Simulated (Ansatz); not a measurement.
The cluster CuSn₂. The state is a doublet with charge 0. Geometry PBE-D4/def2-TZVP.

```tsv
atom	x (Å)	y (Å)	z (Å)
Cu1	0.694	1.277	-0.036
Sn2	-0.880	-0.383	-1.199
Sn3	0.186	-0.893	1.235
```

In the def2 sets Sn takes a core potential; there is no spin–orbit coupling. At LDA (SPW92)/def2-TZVP the gap within one spin of the charge 0 doublet nearly closes, so an electron or hole may be smeared out by delocalisation error. The structure comes from a short search, and lower isomers may exist.

Q: Estimate the α-spin orbital energies around the gap (eV) in Ansatz with LDA (SPW92)/def2-TZVP, PBE-D4/def2-TZVP, PBE0-D4/def2-SVP, BHLYP-D4/def2-TZVP, ωB97X-V/def2-TZVP.

A: 
```
orbital  LDA (SPW92)/def2-TZVP  PBE-D4/def2-TZVP  PBE0-D4/def2-SVP  BHLYP-D4/def2-TZVP  ωB97X-V/def2-TZVP
 HOMO−5                  -6.99             -6.70             -8.12              -10.57             -11.05
 HOMO−4                  -6.86             -6.56             -8.11              -10.54             -11.03
 HOMO−3                  -6.82             -6.52             -8.01              -10.02             -10.75
 HOMO−2                  -6.19             -5.93             -6.41               -6.99              -8.26
 HOMO−1                  -4.90             -4.79             -5.40               -5.99              -7.10
   HOMO                  -4.54             -4.36             -5.02               -5.73              -6.91
   LUMO                  -3.29             -3.07             -2.26               -1.66              -0.69
 LUMO+1                  -2.84             -2.63             -1.98               -1.36              -0.29
 LUMO+2                  -2.81             -2.59             -1.73               -1.15              -0.20
 LUMO+3                  -0.40             -0.30              0.80                0.96               1.91
 LUMO+4                   0.12              0.36              1.67                2.04               3.07
 LUMO+5                   0.96              1.05              2.23                2.27               3.20
 β HOMO                  -4.40             -4.22             -4.85               -5.60              -6.80
 β LUMO                  -4.44             -4.11             -3.26               -2.60              -1.54
```
